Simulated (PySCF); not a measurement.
Start geometry of `C[S+](C)[InH3-]` from GFN2-xTB (Å):
```
atom  x, y, z in Å
C1    -0.555    1.513   -0.408
S2    -0.371    0.387    0.974
C3    -1.336   -1.023    0.344
In4    2.036   -0.516    0.157
H5    -0.200    1.078   -1.339
H6    -1.632    1.796   -0.507
H7     0.011    2.428   -0.174
H8    -1.203   -1.809    1.084
H9    -2.360   -0.723    0.276
H10   -0.913   -1.350   -0.594
H11    2.920    0.881    0.370
H12    1.443   -0.866   -1.406
H13    2.166   -1.812    1.213
```

What comes out of this run: PBE0-D3(BJ)/def2-SVP geometry optimisation, gas phase, def2 core potentials past Kr (PySCF)?

```
atom  x, y, z in Å
C1    -0.6607    1.5309   -0.4427
S2    -0.3468    0.3649    0.8989
C3    -1.3348   -1.0417    0.3499
In4    2.1485   -0.5148    0.1517
H5    -0.3507    1.1026   -1.4069
H6    -1.7251    1.8046   -0.4627
H7    -0.0599    2.4264   -0.2341
H8    -1.1684   -1.8505    1.0741
H9    -2.4007   -0.7729    0.3432
H10   -1.0117   -1.3752   -0.6469
H11    3.0168    0.9621    0.4464
H12    1.5942   -0.8419   -1.4764
H13    2.2570   -1.8416    1.2703
```

The energy falls by 14.0 kJ/mol over 7 energy and gradient evaluations, the largest force component goes from 0.0207 to 2.0e-04 Eh/bohr, and the atoms move by 0.104 Å rms after alignment. The bond that changes most is In4–H11 (ends: indium bonded to S and 3 H; hydrogen on indium), which lengthens by 0.071 Å. Bonds longer at the end by more than 0.005 Å: 9 of 12; shorter: 2. Among the angles that change most is C1–S2–In4, from 93.9° to 99.4°. Rotational constants go from 5389, 1400, 1255 to 5409, 1305, 1170 MHz. The orientation of the end geometry is arbitrary; only internal coordinates are fixed.

The run used 117 basis functions and 44 SCF cycles in all. The run took 45 s of wall time on one thread, Arm Neoverse V1 (aarch64), no GPU, on a shared host, and the process peaked at 0.51 GiB of memory.

No frequency check.
